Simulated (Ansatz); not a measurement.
Input file for Ansatz (a program for electronic structure): R-CCSD(T)/cc-pV(D+d)Z on ClH4NSi (SMILES N[SiH2]Cl). The basis file is the Basis Set Exchange's JSON of that set.

Ansatz 0.2 input:
```yaml
crystal:
  periodic: [false, false, false]
  atoms:
    - {symbol: N, position_ang: [-1.09332010, -0.09224726, 0.00438715]}
    - {symbol: Si, position_ang: [0.57026816, 0.27434109, 0.06513995]}
    - {symbol: Cl, position_ang: [1.84200442, -1.29861187, -0.44096725]}
    - {symbol: H, position_ang: [-1.51868046, -0.67045666, 0.71250422]}
    - {symbol: H, position_ang: [-1.56442508, -0.19553201, -0.88107989]}
    - {symbol: H, position_ang: [0.84789327, 1.34345993, -0.90903074]}
    - {symbol: H, position_ang: [0.91625979, 0.63924678, 1.44924657]}
basis:
  gaussian:
    orbitals: cc-pV_D+d_Z.json
magnetization: {spin_polarized: false}
correlation: {method: ccsd_t, electrons: outside_noble_gas}
scf: {lower_state_search: off}
```

Problem. Give the final energy of this run.

Solution. -805.7662 hartree (reference determinant -805.3058, T1 diagnostic 0.010).
